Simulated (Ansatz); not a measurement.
One change: `CN[SiH](N)F` becomes `CN[SiH](F)Br`.

Ansatz, PBE0-D4/def2-TZVP geometries, multiplicity 1. Each molecule was computed in one conformer, which needn't be the lowest.

Scalar relativity is left out up to krypton.

```
                                      property  `CN[SiH](N)F`
             LUMO energy (PBE/def2-TZVPP) / eV           0.25
           LUMO energy (B3LYP/def2-TZVPP) / eV           0.72
size of the dipole moment (PBE/def2-TZVPP) / D           2.10
            LUMO energy (PBE0/def2-TZVPP) / eV           1.08
           HOMO–LUMO gap (PBE/def2-TZVPP) / eV           5.98
             HOMO energy (PBE/def2-TZVPP) / eV          -5.73
```

Task: Give the same properties after the change, and the shifts. (Best estimate.)

Result: Computed: 
```tsv
property	`CN[SiH](F)Br`	shift
LUMO energy (PBE/def2-TZVPP) / eV	-0.29	-0.54
LUMO energy (B3LYP/def2-TZVPP) / eV	0.36	-0.36
size of the dipole moment (PBE/def2-TZVPP) / D	2.73	0.63
LUMO energy (PBE0/def2-TZVPP) / eV	0.65	-0.43
HOMO–LUMO gap (PBE/def2-TZVPP) / eV	5.85	-0.13
HOMO energy (PBE/def2-TZVPP) / eV	-6.14	-0.41
```

Dipoles are sizes alone; their direction can turn.

B3LYP here is the variant with VWN-RPA as its local correlation; programs differ in this.

Spin–orbit coupling is left out; it splits and shifts lone-pair levels of the heavy atoms by tenths of an eV.
